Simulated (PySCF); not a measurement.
**How methods differ on the interval between two levels of Ga⁺**

Ga⁺ [Ar] 3d10 4s2 → Ga⁺ [Ar] 3d10 4s1 4p1 [3P2, M_J = 2], as a difference of total energies. Computed with PySCF 2.14 in x2c-TZVPall-2c with one added diffuse shell each of s, p, d type (7s8p5d1f, 63 functions), with the two-component X2C-1e Hamiltonian. Correlated levels: [Ne] frozen. "Screened" scales the spin-orbit matrix elements by Boettger's factors to mimic the two-electron term; Breit and QED terms are absent.

**Question.** Order these methods by the interval between two levels they give, lowest first.
A. GMP2 (screened spin-orbit)
B. GHF (spin-free)
C. GMP2 (spin-free)
D. GHF (screened spin-orbit)

**Answer.** B (37856 cm⁻¹), D (38303 cm⁻¹), C (45250 cm⁻¹), A (45718 cm⁻¹).

The spin-free rows relax to the high-spin LS determinant and lack the spin-orbit shift.

Errors of the correlated levels include the incompleteness of this basis and the frozen core.

The labels give the starting determinants; with spin-orbit coupling the two ends relaxed to ⟨J²⟩ = 0.00, ⟨L²⟩ = 0.00, ⟨S²⟩ = 0.00 and ⟨J²⟩ = 6.01, ⟨L²⟩ = 2.01, ⟨S²⟩ = 2.00.

For comparison: 48750 cm⁻¹ (measured; NIST Handbook of Basic Atomic Spectroscopic Data (Sansonetti and Martin, J. Phys. Chem. Ref. Data 34, 1559 (2005))).
